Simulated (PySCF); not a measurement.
Isomers of C8H16O, from PySCF, PBE0-D3(BJ)/def2-SVP geometry optimisation, gas phase. One conformer each, no zero-point energy, no frequencies.

Question: Which is lowest in electronic energy at this level?
A. `[CH3:1][O:2][CH2:3][CH:4]1[CH2:5][CH2:6][CH2:7][CH2:8][CH2:9]1` with C1–O2–C3–C4 177°, O2–C3–C4–C5 -60°, C3–C4–C5–C6 180°, C4–C5–C6–C7 55°, C5–C6–C7–C8 -55°, C6–C7–C8–C9 55°: A = 3803, B = 827.6, C = 718.6 MHz, dipole 1.00 D
B. `[CH3:1][CH2:2][CH2:3][CH2:4][C@@H:5]([CH:6]=[O:7])[CH2:8][CH3:9]` with C1–C2–C3–C4 -179°, C2–C3–C4–C5 179°, C3–C4–C5–C6 65°, C4–C5–C6–O7 -119°, C4–C5–C8–C9 173° (2-ethylhexanal): A = 3000, B = 669.6, C = 576.8 MHz, dipole 2.68 D
C. `[CH3:1][C:2]1([CH3:3])[CH2:4][CH2:5][CH2:6][C@@H:7]([OH:8])[CH2:9]1` with C6–C7–O8–H 178°, C1–C2–C4–C5 -70°, C2–C4–C5–C6 -55°, C4–C5–C6–C7 55°, C5–C6–C7–O8 -176° (3,3-dimethylcyclohexanol): A = 2326, B = 1290, C = 1051 MHz, dipole 1.47 D

Answer: C. That is `CC1(C)CCC[C@@H](O)C1` (3,3-dimethylcyclohexanol), 11.1 kcal/mol below the next.

```json
{"SMILES": "CC1(C)CCC[C@@H](O)C1", "mapped SMILES": "[CH3:1][C:2]1([CH3:3])[CH2:4][CH2:5][CH2:6][C@@H:7]([OH:8])[CH2:9]1", "E (Eh)": "-389.00500", "relative (kcal/mol)": "0.0", "relative (kJ/mol)": "0.0", "dipole (D)": "1.47"}
{"SMILES": "COCC1CCCCC1", "mapped SMILES": "[CH3:1][O:2][CH2:3][CH:4]1[CH2:5][CH2:6][CH2:7][CH2:8][CH2:9]1", "E (Eh)": "-388.98730", "relative (kcal/mol)": "11.1", "relative (kJ/mol)": "46.5", "dipole (D)": "1.00"}
{"SMILES": "CCCC[C@@H](C=O)CC", "mapped SMILES": "[CH3:1][CH2:2][CH2:3][CH2:4][C@@H:5]([CH:6]=[O:7])[CH2:8][CH3:9]", "E (Eh)": "-388.98119", "relative (kcal/mol)": "14.9", "relative (kJ/mol)": "62.5", "dipole (D)": "2.68"}
```

As drawn, the lowest has an O–H bond and a quaternary carbon, which the highest lacks; the highest has a C=O bond, which the lowest lacks.
